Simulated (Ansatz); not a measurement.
Consider the formal loss of a carbene: `C[SiH2]OC(F)F` → `FC(F)O[SiH3]` + `[CH2]` (triplet).

Isolated molecules relaxed with PBE0-D4/def2-TZVP in Ansatz; ΔE leaves out vibrations. CCSD(T)/CBS adds triple-zeta CCSD(T) − MP2 to the extrapolated MP2 energy (def2 sets, frozen cores). This one scheme is used for every species. Triplets are unrestricted, without spin–orbit coupling. One conformer a species, not always the lowest.

`C[SiH2]OC(F)F`:

Z-matrix (Å, degrees):
```
C
Si 1 1.853
H 1 1.092 2 110.8
H 1 1.094 2 110.0 3 -119.5
H 1 1.091 2 110.9 3 120.6
O 2 1.674 1 112.0 3 -56.0
H 2 1.481 1 111.7 3 59.1
H 2 1.487 1 111.3 3 -177.6
C 6 1.341 2 127.2 1 -77.6
F 9 1.365 6 111.0 2 29.9
F 9 1.344 6 109.2 2 147.4
H 9 1.095 6 113.4 2 -91.4
```

`FC(F)O[SiH3]`:

Cartesian coordinates in Å:
```
F 1.551 -0.144 -1.341
C 0.896 -0.918 -0.444
F 1.530 -0.736 0.744
O -0.396 -0.568 -0.360
Si -0.999 0.804 0.388
H 1.000 -1.964 -0.742
H -2.381 0.913 -0.126
H -0.197 1.995 0.024
H -1.004 0.618 1.858
```

`[CH2]` (triplet):

Z-matrix (Å, degrees):
```
C
H 1 1.079
H 1 1.079 2 134.9
```

| species | CCSD(T)/CBS(def2) energy (Eh) |
| --- | --- |
| `C[SiH2]OC(F)F` | -643.60548 |
| `FC(F)O[SiH3]` | -604.32648 |
| `[CH2]` (triplet) | -39.09499 |

Problem. Work out ΔE.

Solution. ΔE = (-604.32648) + (-39.09499) − (-643.60548) = 0.18401 Eh = +483.1 kJ/mol.

Largest T1 diagnostic among the species: 0.012.

In def2-TZVPP, CCSD(T) changes the Hartree–Fock value by +138.7 kJ/mol (the triples alone add +11.2 kJ/mol) and MP2 by +152.8 kJ/mol. The D4 term adds +10.0 kJ/mol with B3LYP and +5.5 kJ/mol with PBE0; it sums over pairs of atoms, weighted by their polarisabilities, and B3LYP, whose exchange is more repulsive, gets the larger term. From PBE to PBE0 (25 % exact exchange), in def2-TZVPP and without D4, ΔE moves by −7.0 kJ/mol.

B3LYP here is the variant with VWN-RPA as its local correlation; programs differ in this.
